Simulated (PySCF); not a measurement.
C₂H₄ClNSi, SMILES N#CC[SiH2]Cl.

Geometry optimised at r2SCAN-D4/def2-SVP. The structure was generated by enumeration, and PubChem lists no compound with its InChIKey, so it may never have been made. Other conformers were not sampled.

The numbers are results of PySCF with CAM-B3LYP/def2-TZVP, not measurements.

Isolated molecule, no solvent.

total energy: -883.12588 hartree
highest occupied level: -10.32 eV
lowest empty level: 0.78 eV
orbital gap: 11.09 eV
dipole moment: 4.43 D
quadrupole, principal values (traceless, Buckingham form, about the centre of nuclear charge): -15.36, 6.33, 9.04 D·Å
mean static polarisability: 62.0 bohr³ (9.19 Å³)
polarisability, principal values: 51.5, 62.6, 72.1 bohr³
